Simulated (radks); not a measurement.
Cd3+, 45 electrons, occupied as [Kr] 4d8 5p1 (not the ground configuration).

Method: scalar-relativistic Kohn-Sham, LDA (Slater exchange, Perdew-Wang correlation), spin-polarised, spherical densities, finite nucleus; open shells are filled with parallel spins first (spin-orbit coupling, left out, can overturn this in heavy ions); Fermi nuclear charge, rms radius 4.6087 fm; computed with a radial shooting solver on a logarithmic mesh with Libxc functionals.

Energy parts (eV):
total: -152010.211
kinetic: 158134.333
electron-nucleus: -365762.554
Hartree: 59638.079
exchange-correlation: -4020.070

Orbitals (lengths in bohr, moments of r in powers of bohr; r(max) is where P^2 peaks; r(90%) holds 90 % of the orbital's charge):
orbital  occ.  eigenvalue (eV)   r(max)  r(90%)
1s up       1        -26535.94  0.01970  0.0546
1s down     1        -26535.89  0.01970  0.0546
2s up       1        -3978.479   0.1114   0.204
2s down     1        -3978.005   0.1114   0.204
2p up       3        -3576.781  0.08900   0.187
2p down     3        -3576.391  0.08900   0.187
3s up       1        -776.7721   0.3242   0.528
3s down     1        -776.4220   0.3243   0.528
3p up       3        -645.0063   0.3173   0.538
3p down     3        -644.6272   0.3173   0.538
3d up       5        -438.1852   0.2654   0.529
3d down     5        -437.6990   0.2654   0.529
4s up       1        -149.1325   0.7926    1.26
4s down     1        -147.4303   0.7919    1.26
4p up       3        -109.8153   0.8404    1.39
4p down     3        -108.0840   0.8396    1.39
4d up       5         -52.6840   0.9570    1.80
4d down     3         -50.9293   0.9564    1.80
5p up       1         -27.4995    2.282    3.65
5p down     0         -25.9672    2.293    3.72

The highest occupied level is 5p up at -27.499 eV. The electron density at the nucleus is 1.63e+05 e/bohr^3 (large components only). The density falls to 0.001 e/bohr^3 at r = 3.67 bohr. Summed over all electrons, <r^2> = 30.46 bohr^2, which gives a Langevin (diamagnetic) susceptibility term of -24.1 x 10^-6 cm^3/mol. The spin density at the nucleus is -1.7643 e/bohr^3 (1s -0.2060, 2s -0.7511, 3s -0.0688, 4s -0.7383).
